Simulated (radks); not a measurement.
Effect of the nuclear size on the bromine ion Br3+, [Ar] 3d10 4s2 4p2. Calculated with a radial shooting solver on a logarithmic mesh with Libxc functionals: Dirac Kohn-Sham, exchange-only LDA, spin-unpolarised, spherical densities, finite nucleus; open shells are shared between the two j in proportion to 2j + 1; Fermi nuclear charge, rms radius 4.1629 fm. The rms radius is varied about that value; shifts are against it.

rms radius (fm)  total energy shift (eV)  density at nucleus (e/bohr^3)  1s1/2 shift (meV)  2s1/2 shift (meV)  3p1/2 shift (meV)  4s1/2 shift (meV)
3.476                             -0.164                      4.477e+04              -69.4              -6.96              0.116             -0.129
3.8757                           -0.0717                      4.441e+04              -30.4              -3.05              0.051             -0.056
4.1629                                 0                      4.417e+04              0.000              0.000              0.000              0.000
4.3003                            0.0360                      4.406e+04               15.3               1.53             -0.025              0.028
4.9372                             0.217                       4.36e+04               92.1               9.22             -0.153              0.170

Slopes of the eigenvalues against <r^2> in GHz/fm^2, as finite differences over the two radii next to the reference (eigenvalue slopes, not the field-shift constants of lines): 1s1/2 3180, 2s1/2 319, 3p1/2 -5.30, 4s1/2 5.89.
